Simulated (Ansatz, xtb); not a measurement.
**C4H4FNS: which of two isomers lies lower**

Structure X is `Fc1[nH]ccc1S`, a singlet and structure Y is `Fc1cc(S)c[nH]1`, a singlet. Both are isolated molecules in the gas phase, relaxed with PBE-D3(BJ)/def2-SVP; the shapes shown needn't be the lowest conformers.

X (Å):

| atom | x (Å) | y (Å) | z (Å) |
| --- | --- | --- | --- |
| C | 0.7678 | -0.1736 | 0.3520 |
| C | 0.0283 | -2.1849 | 1.0133 |
| C | 0.7006 | -2.3634 | -0.1841 |
| C | 1.1868 | -1.0795 | -0.6175 |
| F | 0.9448 | 1.1399 | 0.4419 |
| N | 0.0774 | -0.8336 | 1.3302 |
| S | 2.0358 | -0.6677 | -2.1121 |
| H | -0.3344 | -0.3865 | 2.1486 |
| H | -0.4849 | -2.8969 | 1.6670 |
| H | 0.8426 | -3.3082 | -0.7193 |
| H | 3.3090 | -0.9080 | -1.6753 |

Y (Å):

```xyz
11

C     0.9908   -0.2001   -0.8149
C    -0.0106   -1.1305   -0.6164
C     0.4588   -1.9761    0.4504
C     1.7182   -1.5277    0.8388
F     1.0795    0.8179   -1.6716
N     2.0313   -0.4362    0.0486
S    -0.3328   -3.4232    1.0988
H    -0.9538   -1.2088   -1.1642
H    -1.3418   -2.7884    1.7667
H     2.4001   -1.9039    1.6070
H     2.8878    0.1153    0.0851
```

Problem. Which of the two would you expect CCSD(T)/def2-SVP + ΔMP2/def2-TZVPP electronic energies to favour?

Solution. CCSD(T)/def2-SVP + ΔMP2/def2-TZVPP gives E(Y) − E(X) = −0.024 eV, slightly favouring structure Y, which is too small a margin to settle the true order.

The same difference at several levels:

```tsv
level	geometry	E(Y) − E(X) (eV)	departure from the last row (eV)	job, with rough time for the two
PBE-D3(BJ)/def2-SVP	PBE-D3(BJ)/def2-SVP	−0.017	+0.006	optimisation, 94 s
HF/def2-SVP	PBE-D3(BJ)/def2-SVP	0.000	+0.023	part of the CCSD(T) run
MP2/def2-SVP	PBE-D3(BJ)/def2-SVP	−0.013	+0.011	part of the CCSD(T) run
CCSD(T)/def2-SVP	PBE-D3(BJ)/def2-SVP	−0.007	+0.017	single point
CCSD(T)/def2-SVP + ΔMP2/def2-TZVPP	PBE-D3(BJ)/def2-SVP	−0.024		single point, 1.7 min
```

As drawn, both hold the same kinds of bond in the same numbers.

The largest departure from CCSD(T)/def2-SVP + ΔMP2/def2-TZVPP is that of HF/def2-SVP, 0.023 eV. No reliable frequencies are at hand for X, so it isn't confirmed as a minimum. Levels run at GFN2-xTB geometries aren't shown. The last row adds to CCSD(T) the change of the MP2 difference between the two basis sets, here −0.017 eV.

The correlated steps freeze 11 core orbitals. Programs: Ansatz 0.2.0, xtb 6.7.1; the last row on 2 threads of Arm Neoverse V1 on a shared host.
